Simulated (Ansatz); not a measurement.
`[F][GeH]1[NH][SiH2]1` at its PBE0-D4/def2-TZVP geometry, where that method's forces vanish. The species carries charge 0 and has multiplicity 1.

```xyz
8

F    -0.9362    2.3006   -0.4276
Ge   -1.0357    0.6046   -0.0204
N     0.2841   -0.3880   -0.8554
Si    0.8022   -0.5013    0.7757
H    -2.4866    0.2398   -0.3553
H     0.5864   -0.6626   -1.7752
H     2.0212    0.2321    1.2057
H     0.7645   -1.8253    1.4526
```

**Question.** What forces (eV/Å) does PBE-D4/def2-TZVPP give on these atoms in Ansatz? (Best estimate.)

**Answer.** Ansatz gave: 
```
F1   0.036  0.647 -0.164
Ge2 -0.283 -0.262  0.348
N3   0.043 -0.085 -0.220
Si4  0.130 -0.056  0.306
H5  -0.191 -0.059 -0.067
H6   0.110 -0.109 -0.340
H7   0.149  0.089  0.055
H8   0.007 -0.166  0.082
```
